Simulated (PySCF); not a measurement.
# From orbital energies to excitation energies

C7H9NO.
Atom-mapped SMILES: `[CH3:1][CH2:2][c:3]1[cH:4][cH:5][cH:6][n+:7]([O-:8])[cH:9]1` (hydrogens: H10, H11, H12 on C1; H13, H14 on C2; H15 on C4; H16 on C5; H17 on C6; H18 on C9)

Computed with PySCF, TDDFT PBE0/def2-SVPD, vertical, gas phase, core orbitals frozen in the response. The structure is a single GFN2-xTB conformer in the gas phase; no vibrational or solvent corrections. Torsions of this conformer, `[CH3:1][CH2:2][c:3]1[cH:4][cH:5][cH:6][n+:7]([O-:8])[cH:9]1`: C1–C2–C3–C4 -87°.

Orbital energies (eV): HOMO-3 -9.72, HOMO-2 -7.96, HOMO-1 -7.32, HOMO -6.35, LUMO -1.18, LUMO+1 -0.80, LUMO+2 0.56.

Computed singlets:

```
state  E (eV)       f
   S1    4.30  0.0000
   S2    4.39   0.021
   S3    4.91   0.219
   S4    5.21  0.0005
   S5    5.97   0.022
   S6    6.05   0.217
```

Question: Assign a leading configuration to S1, S2, S3, S4, S5 and S6 and set E beside the orbital difference Δε.

Answer: 

| state | leading configuration | weight | Δε (eV) | E (eV) | E − Δε (eV) | f | other configurations |
| --- | --- | --- | --- | --- | --- | --- | --- |
| S1 | HOMO-1→LUMO | 0.98 | 6.14 | 4.30 | -1.84 | 0.0000 | – |
| S2 | HOMO→LUMO+1 | 0.87 | 5.55 | 4.39 | -1.16 | 0.021 | H-2→L (10%) |
| S3 | HOMO→LUMO | 0.91 | 5.17 | 4.91 | -0.26 | 0.219 | – |
| S4 | HOMO-1→LUMO+1 | 0.99 | 6.52 | 5.21 | -1.31 | 0.0005 | – |
| S5 | HOMO→LUMO+2 | 0.87 | 6.91 | 5.97 | -0.94 | 0.022 | – |
| S6 | HOMO-2→LUMO | 0.78 | 6.77 | 6.05 | -0.73 | 0.217 | H→L+1 (9%) |

E − Δε runs from -1.84 to -0.26 eV. By orbital difference alone the order would be S3, S2, S1, S4, S6, S5.

Question: Which computed triplets share their leading configuration (75% or more) with a singlet, and how far apart are the partners?

Answer: 

| configuration | triplet | E(T) (eV) | singlet | E(S) (eV) | E(S) − E(T) (eV) |
| --- | --- | --- | --- | --- | --- |
| HOMO→LUMO | T1 | 2.71 | S3 | 4.91 | +2.19 |
| HOMO→LUMO+1 | T2 | 3.76 | S2 | 4.39 | +0.63 |

The 2 triplets are Tamm–Dancoff values, the singlets full response.

Summed over the main configurations (up to three a state, each over 8%) of all 6 singlets, the electron leaves HOMO with weight 2.73, HOMO-1 with weight 1.98 and HOMO-2 with weight 0.88.
